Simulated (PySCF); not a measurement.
Compound: C6H6F2O2.
Atom-mapped SMILES: `[O:1]=[C:2]1[CH2:3][C:4](=[O:5])[C@H:6]([CH:7]([F:8])[F:9])[CH2:10]1`

Cartesian coordinates in Å at the GFN2-xTB level; atoms count from 1:
```xyz
16
C6H6F2O2 angstrom
O     -2.334   -0.389    1.788
C     -1.498   -0.186    0.956
C     -1.729   -0.173   -0.540
C     -0.423    0.194   -1.187
O     -0.184    0.228   -2.360
C      0.592    0.531   -0.090
C      1.929   -0.140   -0.401
F      1.843   -1.480   -0.232
F      2.891    0.286    0.451
C     -0.033    0.091    1.230
H     -2.077   -1.147   -0.892
H     -2.510    0.543   -0.806
H      0.768    1.612   -0.115
H      2.266    0.054   -1.431
H      0.075    0.824    2.028
H      0.417   -0.840    1.588
```

Probes without a nucleus sit at each ring's centroid and 1 Å off its mean plane on both sides; NICS is minus the shielding there, NICSzz its component along the normal. Level: GIAO PBE0/pcSseg-1 (PySCF, non-relativistic, gas phase) on the GFN2-xTB geometry, one conformer.

Ring bond lengths (Å), with Mayer bond orders in brackets: C2–C3 1.514 (0.96), C3–C4 1.503 (0.98), C4–C6 1.532 (0.90), C6–C10 1.526 (0.94), C10–C2 1.515 (0.99).

Problem. What do the NICS probes read (ppm)?

Solution. 
| ring | type | NICS(0) | NICS(1), two faces | NICS(1)zz, two faces | rms pucker (Å) | centre to ring atoms, mean (Å) |
| --- | --- | --- | --- | --- | --- | --- |
| C2–C3–C4–C6–C10 | 5-membered carbocycle; formal bonds all single | 6.7 | -1.1 / -0.8 | -1.4 / -2.2 | 0.06 | 1.29 |

Problem. What do they say, and how far can they be read as aromaticity?

Solution. 
- C2–C3–C4–C6–C10: mean NICS(1)zz -1.8 ppm, near zero. C3, C6, C10 have four or more neighbours; no verdict on aromaticity is drawn. NICS(0) lies 8 ppm above the mean NICS(1).

Problem. Give the inner angles of the rings and the Hirshfeld charges of the ring atoms.

Solution. 
- C2–C3–C4–C6–C10: C2 108.9° (+0.174 e), C3 107.1° (-0.085 e), C4 108.7° (+0.173 e), C6 106.5° (-0.055 e), C10 107.0° (-0.084 e); sum 538.4° against 540° for a flat convex ring.
